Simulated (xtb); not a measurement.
C3H4N2, triplet, geometry from GFN2-xTB (a higher spin typed on purpose: for a closed-shell molecule this is an excited state); GFN0-xTB with GBSA(acetonitrile) (xtb).

xtb was given this input:
```
$ xtb mol.xyz --gfn 0 --uhf 2 --gbsa acetonitrile --json

# file mol.xyz
9

C     -0.82603617    -0.82557958    -0.06183474
C     -0.91192132     0.54728596    -0.41268759
N      0.25758407     1.15266958     0.03912072
C      1.13878945     0.01109539     0.25858083
N      0.35478060    -1.12916931     0.39714018
H     -1.62284651    -1.54492843    -0.11309383
H     -1.72599713     1.10848503    -0.82551311
H      0.62500539     1.95091139    -0.46446289
H      2.03229382    -0.07578047    -0.35510750
```

It wrote (shortened):

```
   ID    Z sym.   atoms
    1    6 C      1, 2, 4
    2    7 N      3, 5
    3    1 H      6-9

           -------------------------------------------------
          |                Calculation Setup                |
           -------------------------------------------------

           -------------------------------------------------
          |                 G F N 0 - x T B                 |
           -------------------------------------------------

      * Solvation model:               GBSA
        Solvent                        acetonitrile
        Parameter file                 internal GFN2-xTB/GBSA
        Dielectric constant                3.7500E+01
        Reference state                gsolv [1 M gas/solution]
        Free energy shift                  2.0473E-03 Eh       1.2847E+00 kcal/mol
        Temperature                        2.9815E+02 K
        Density                            7.8600E-01 kg/L
        Solvent mass                       4.1050E+01 g/mol
        Interaction kernel             Still
        Born radius scaling (c1)           1.5800E+00
        Born radii integrator          GBOBC
        Born offset                        1.3788E-02 a0       2.6056E-02 AA
        H-bond correction              true
        Ion screening                  false
        Surface tension                    1.0000E-05 Eh       1.5569E+01 dyn/cm
        Grid points                               230 per atom

          ...................................................
          :                      SETUP                      :
          :.................................................:
          :  # basis functions                  28          :
          :  # atomic orbitals                  28          :
          :  # shells                           18          :
          :  # electrons                        26          :
          :  electronic temp.          300.0000000     K    :
          :  accuracy                    1.0000000          :
          :  -> integral cutoff          0.2500000E+02      :
          :  -> integral neglect         0.1000000E-07      :
          ...................................................

         :::::::::::::::::::::::::::::::::::::::::::::::::::::
         ::                     SUMMARY                     ::
         :::::::::::::::::::::::::::::::::::::::::::::::::::::
         :: total energy             -14.314619159889 Eh    ::
         :: total w/o Gsasa/hb       -14.308041797527 Eh    ::
         :: gradient norm              0.054709466949 Eh/a0 ::
         :: HOMO-LUMO gap              2.241638847772 eV    ::
         ::.................................................::
         :: H0 energy                -14.348932574885 Eh    ::
         :: repulsion energy           0.183974139626 Eh    ::
         :: electrostat energy        -0.097439108296 Eh    ::
         :: -> Gsolv                   0.000000000000 Eh    ::
         ::    -> Gsasa               -0.008624637715 Eh    ::
         ::    -> Gshift               0.002047275352 Eh    ::
         :: dispersion energy         -0.002237951454 Eh    ::
         :: short-range corr.         -0.049983664881 Eh    ::
         :: add. restraining           0.000000000000 Eh    ::
         :: total charge              -0.000000000000 e     ::
         :::::::::::::::::::::::::::::::::::::::::::::::::::::

           -------------------------------------------------
          |                Property Printout                |
           -------------------------------------------------

    * Orbital Energies and Occupations

         #    Occupation            Energy/Eh            Energy/eV
      -------------------------------------------------------------
         1        2.0000           -0.7132028             -19.4072
         2        2.0000           -0.6998150             -19.0429
         3        2.0000           -0.6256310             -17.0243
         4        2.0000           -0.6062503             -16.4969
         5        2.0000           -0.5924465             -16.1213
         6        2.0000           -0.5823061             -15.8454
         7        2.0000           -0.5373658             -14.6225
         8        2.0000           -0.5246564             -14.2766
         9        2.0000           -0.5197879             -14.1441
        10        2.0000           -0.4972198             -13.5300
        11        2.0000           -0.4647305             -12.6460
        12        2.0000           -0.4543554             -12.3636
        13        1.0000           -0.3987006             -10.8492
        14        1.0000           -0.3146968              -8.5633 (HOMO)
        15                         -0.2323181              -6.3217 (LUMO)
        16                         -0.1417049              -3.8560
        17                         -0.1191988              -3.2436
        18                         -0.1170487              -3.1851
        19                         -0.0979363              -2.6650
        20                         -0.0010383              -0.0283
        21                          0.0478177               1.3012
        22                          0.0916972               2.4952
        23                          0.1505547               4.0968
        24                          0.2098719               5.7109
        25                          0.2732509               7.4355
       ...                                ...                  ...
        28                          0.5665752              15.4173
      -------------------------------------------------------------
                  HL-Gap            0.0823787 Eh            2.2416 eV
             Fermi-level            0.0000000 Eh            0.0000 eV

     #   Z          covCN         q      C6AA      α(0)
     1   6 C        3.052     0.302    23.034     7.847
     2   6 C        2.975     0.119    26.736     8.455
     3   7 N        2.727    -0.878    44.740    10.015
     4   6 C        3.052     0.572    18.689     7.068
     5   7 N        1.873    -0.734    42.558     9.707
     6   1 H        0.926     0.073     2.053     2.240
     7   1 H        0.926     0.113     1.672     2.022
     8   1 H        0.860     0.408     0.464     1.067
     9   1 H        0.925     0.024     2.669     2.555

 Mol. C6AA /au·bohr⁶  :       1057.166518
 Mol. C8AA /au·bohr⁸  :      24430.915865
 Mol. α(0) /au        :         50.976554

Wiberg/Mayer (AO) data.
largest (>0.10) Wiberg bond orders for each atom

 ---------------------------------------------------------------------------
     #   Z sym  total        # sym  WBO       # sym  WBO       # sym  WBO
 ---------------------------------------------------------------------------
     1   6 C    3.885 --     5 N    1.457     2 C    1.329     6 H    0.968
     2   6 C    3.758 --     1 C    1.329     3 N    1.239     7 H    0.974
                             5 N    0.131
     3   7 N    3.324 --     2 C    1.239     4 C    1.002     8 H    0.951
     4   6 C    3.246 --     5 N    1.096     3 N    1.002     9 H    0.972
     5   7 N    2.798 --     1 C    1.457     4 C    1.096     2 C    0.131
     6   1 H    0.996 --     1 C    0.968
     7   1 H    0.988 --     2 C    0.974
     8   1 H    0.971 --     3 N    0.951
     9   1 H    1.005 --     4 C    0.972
 ---------------------------------------------------------------------------

Topologies differ in total number of bonds
Writing topology from bond orders to xtbtopo.mol

 dipole moment from electron density (au)
     X       Y       Z
  -0.9654   1.6571  -1.2803  total (Debye):    5.861

           -------------------------------------------------
          | TOTAL ENERGY              -14.314619159889 Eh   |
          | GRADIENT NORM               0.054709466949 Eh/α |
          | HOMO-LUMO GAP               2.241638847772 eV   |
           -------------------------------------------------

normal termination of xtb
```
